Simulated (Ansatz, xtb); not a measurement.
# C3H9ClOSi2: which of two isomers lies lower

Structure X is `Cl[SiH2]O[SiH2]C1CC1`, a singlet and structure Y is `C[Si@@H]1O[SiH2]C[C@H]1Cl`, a singlet. Both are isolated molecules in the gas phase, relaxed with r2SCAN-D4/def2-SVP, each in the lowest conformer that the search found.

Q: Estimate E(Y) − E(X) at the level CCSD(T)/def2-SVP + ΔMP2/def2-TZVPP.

A: Calculated at CCSD(T)/def2-SVP + ΔMP2/def2-TZVPP: E(Y) − E(X) = +2.1 kcal/mol, so structure X lies lower.

Level by level:

| level | geometry | E(Y) − E(X) (kcal/mol) | departure from the last row (kcal/mol) | job, with rough time for the two |
| --- | --- | --- | --- | --- |
| GFN2-xTB | GFN2-xTB | +27.0 | +25.0 | optimisation, 0.41 s |
| HF/STO-3G | GFN2-xTB | −21.7 | −23.7 | single point, 0.76 s |
| r2SCAN-D4/def2-SVP//GFN2-xTB | GFN2-xTB | +3.8 | +1.7 | single point, 8.1 s |
| r2SCAN-D4/def2-SVP | r2SCAN-D4/def2-SVP | +3.6 | +1.5 | optimisation, 96 s |
| HF/def2-SVP | r2SCAN-D4/def2-SVP | +12.5 | +10.4 | part of the CCSD(T) run |
| MP2/def2-SVP | r2SCAN-D4/def2-SVP | +6.8 | +4.7 | part of the CCSD(T) run |
| CCSD(T)/def2-SVP | r2SCAN-D4/def2-SVP | +6.0 | +4.0 | single point |
| CCSD(T)/def2-SVP + ΔMP2/def2-TZVPP | r2SCAN-D4/def2-SVP | +2.1 |  | single point, 2.5 min |

As drawn, Y has 2 C–Si, 1 C–Cl, 1 C–H in place of 1 Cl–Si, 2 C–C, 1 Si–H. Structure X has a 3-membered ring, Y a 5-membered ring.

HF/STO-3G puts the two in the other order. The largest departure from CCSD(T)/def2-SVP + ΔMP2/def2-TZVPP is that of GFN2-xTB, 25.0 kcal/mol. A small imaginary or near-zero mode remains, so no thermal terms are given. The last row adds to CCSD(T) the change of the MP2 difference between the two basis sets, here −4.0 kcal/mol, a large step that makes the value less sure.

The correlated steps freeze 19 core orbitals. Run with Ansatz 0.2.0, xtb 6.7.1; the last row on 4 threads of Arm Neoverse N1 on a shared host.
